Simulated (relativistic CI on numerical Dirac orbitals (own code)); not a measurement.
# Electric-dipole lines of Ru5+

Computed by Dirac-Coulomb-Breit CI, KLI orbitals optimised for each configuration, a model potential for QED, valence Slater integrals scaled by 0.85, P86 correlation energy added to each configuration (own radial code, finite nucleus).

Configurations in the expansion (outside the closed core [Ar] 3d10): 4s2 4p6 4d3, 4s2 4p6 4d2 5s, 4s2 4p6 4d2 4f, 4s2 4p6 4d2 5p, 4s2 4p5 4d4, 4s2 4p6 4d2 5d, 4s2 4p6 4d2 6s, 4s2 4p6 4d2 6p, 4s2 4p6 4d 5s 5p, 4s 4p6 4d4, 4s2 4p6 4d2 5f, 4s2 4p6 4d2 6d, 4s2 4p5 4d3 4f, 4s2 4p6 4d2 5g, 4s2 4p6 4d2 7s, 4s2 4p6 4d2 7p, 4s2 4p6 4d2 6f, 4s2 4p6 4d 4f 5s, 4s2 4p5 4d3 5s, 4s 4p6 4d3 4f, 4s2 4p5 4d3 5p, 4s2 4p5 4d3 5d, 4s2 4p6 4d 4f2, 4s2 4p6 4f2 5s, 4s2 4p6 4f3, 4s2 4p6 4f2 5p, 4s2 4p6 4f2 5d, 4s2 4p6 4f2 6s, 4s2 4p6 4d 5s2, 4s2 4p6 4f 5s2, 4s2 4p6 5s2 5p, 4s2 4p6 5s2 5d, 4s2 4p6 5s2 6s, 4s2 4p6 4d 5p2, 4s2 4p6 5s 5p2, 4s2 4p6 4f 5p2, 4s2 4p6 5p3, 4s2 4p6 5p2 5d, 4s2 4p6 5p2 6s, 4s2 4p6 4d 4f 5p, 4s2 4p6 4f 5s 5p, 4s2 4p6 4f 5p 5d, 4s2 4p6 4f 5p 6s, 4p6 4d5, 4p5 4d6. Double excitations out of closed p, d and f shells are left out; levels of such configurations are missing from the list, as are those of other unlisted configurations, and high levels can miss mixing partners. These lack a partner that the ground configuration has and come out too high: 4s2 4p6 4d2 6p, 4s2 4p6 4d2 5f, 4s2 4p6 4d2 6d, 4s2 4p5 4d3 4f, 4s2 4p6 4d2 5g.

```
λ vac (Å)                         Lower                          Upper   A (s⁻¹)  log gf  S velocity/length
   237.11        4s2 4p6 4d3 4F_7/2 [3]      4s2 4p5 4d4 4F°_9/2 [397]  2.25e+10    0.28               0.81
   237.35        4s2 4p6 4d3 4F_5/2 [2]      4s2 4p5 4d4 4G°_7/2 [389]  3.02e+10    0.31               0.81
   237.65        4s2 4p6 4d3 4F_7/2 [3]      4s2 4p5 4d4 2H°_9/2 [393]  1.68e+10    0.15               0.80
   237.84        4s2 4p6 4d3 4F_3/2 [1]      4s2 4p5 4d4 4G°_5/2 [379]  4.97e+10    0.40               0.80
   242.07        4s2 4p6 4d3 4F_7/2 [3]      4s2 4p5 4d4 4G°_9/2 [366]  1.95e+10    0.23               0.83
   245.71        4s2 4p6 4d3 4F_9/2 [4]     4s2 4p5 4d4 4G°_11/2 [352]  2.11e+10    0.36               0.82
   256.95        4s2 4p6 4d3 2G_9/2 [9]     4s2 4p5 4d4 2H°_11/2 [329]  2.59e+10    0.49               0.85
   288.30       4s2 4p6 4d3 2H_9/2 [12]  4s2 4p6 4d2 4f 2I°_11/2 [229]  4.13e+10    0.79               1.09
   288.60      4s2 4p6 4d3 2H_11/2 [13]  4s2 4p6 4d2 4f 2I°_13/2 [227]  4.11e+10    0.86               1.11
   292.04        4s2 4p6 4d3 2G_7/2 [7]   4s2 4p6 4d2 4f 2H°_9/2 [192]  2.11e+10    0.43               1.14
   292.50        4s2 4p6 4d3 2G_9/2 [9]  4s2 4p6 4d2 4f 2H°_11/2 [194]  2.79e+10    0.63               1.14
   296.08       4s2 4p6 4d3 2F_7/2 [16]   4s2 4p6 4d2 4f 2G°_9/2 [232]  2.25e+10    0.47               1.11
   299.91        4s2 4p6 4d3 4F_9/2 [4]   4s2 4p6 4d2 4f 4F°_9/2 [106]  1.56e+10    0.32               1.04
   300.28        4s2 4p6 4d3 4F_9/2 [4]  4s2 4p6 4d2 4f 4G°_11/2 [103]  1.73e+10    0.45               1.22
   300.30        4s2 4p6 4d3 4F_3/2 [1]    4s2 4p6 4d2 4f 4G°_5/2 [89]  1.60e+10    0.11               1.23
   300.39        4s2 4p6 4d3 4F_7/2 [3]    4s2 4p6 4d2 4f 4G°_9/2 [99]  1.69e+10    0.36               1.21
   423.81        4s2 4p6 4d3 4F_9/2 [4]    4s2 4p6 4d2 5p 4F°_9/2 [47]  6.54e+09    0.25               0.76
   424.96        4s2 4p6 4d3 4F_7/2 [3]    4s2 4p6 4d2 5p 4F°_7/2 [42]  7.17e+09    0.19               0.76
   431.28      4s2 4p6 4d3 2H_11/2 [13]    4s2 4p6 4d2 5p 2G°_9/2 [63]  1.22e+10    0.53               0.76
   964.03  4s2 4p6 4d2 5p 4G°_11/2 [50]   4s2 4p6 4d2 5d 4H_13/2 [144]  4.77e+09    0.97               0.97
```

Terms are leading LS components. Brackets give the number of a level in order of energy, since labels repeat. The list gives strong lines, with weight on those to low levels, among the lowest 400 of 5304 levels, so that lines to higher ones, which can be the strongest, are missing. Levels whose partners in the same complex of configurations lie outside the list can be far off, and so can their lines. Rates are taken at the computed energies, electric ones in the length gauge. A velocity-to-length ratio far from 1 marks an uncertain rate.

At this charge configurations can still be misplaced by up to about 7 % of their energy.

LS names give the leading component of a level, which can be under half, so a name can repeat, a term be missing and a line seem to break the LS rules.
